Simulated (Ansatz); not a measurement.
The same path of Cl2FH4O3Ta (11 atoms, charge 0, multiplicity 1) was run twice with different band settings.

Computed with Ansatz, RKS PBE-D4/def2-SVP.

Relaxed end points:

```xyz
11
Properties=species:S:1:pos:R:3
Ta 0.008 -0.122 -0.073
F 1.725 -0.885 -0.438
Cl 0.966 0.616 1.985
Cl -0.333 -0.166 -2.448
O -1.405 1.129 0.125
H -1.681 2.057 0.093
O -0.903 -1.682 0.456
H -1.807 -1.894 0.745
O 1.202 1.785 -0.796
H 1.422 1.628 -1.739
H 2.051 1.843 -0.311
```

```xyz
11
Properties=species:S:1:pos:R:3
Ta -0.161 0.007 -0.064
F 1.436 -1.017 -0.385
Cl 0.908 0.703 1.961
Cl -0.475 -0.070 -2.435
O -1.469 1.361 0.111
H -1.768 2.280 0.050
O -1.195 -1.461 0.520
H -0.952 -2.400 0.606
O 1.275 1.699 -0.816
H 1.585 1.473 -1.717
H 2.061 1.735 -0.233
```

Common settings: movable images 9; climbing image yes; spring 5.0 eV/Å²; optimiser quadratic models (default); start path through a guess of the saddle point; iteration limit 60; end points relaxed.

| run | force threshold |
| --- | --- |
| 1 | 0.05 eV/Å |
| 2 | 0.2 eV/Å |

What does each run give, and how far can it be trusted?

Run 1: converged after 32 iterations, highest image 0.014 eV above the first end. A vibrational analysis at the climbing image gives one clearly imaginary mode, 191i cm⁻¹: a first-order saddle point.
Run 2: converged after 16 iterations, highest image 0.080 eV above the first end. The threshold of 0.2 eV/Å is loose, so the images may lie well off the minimum-energy path. The profile has 2 maxima (images 5, 8) with wells between them (image 7): this band takes more than one step, which may be the mechanism or a detour left from its start path. The order of the point at the top wasn't checked. Another band between the same ends, with other settings, climbed to 0.014 eV only, so this figure is probably too high.
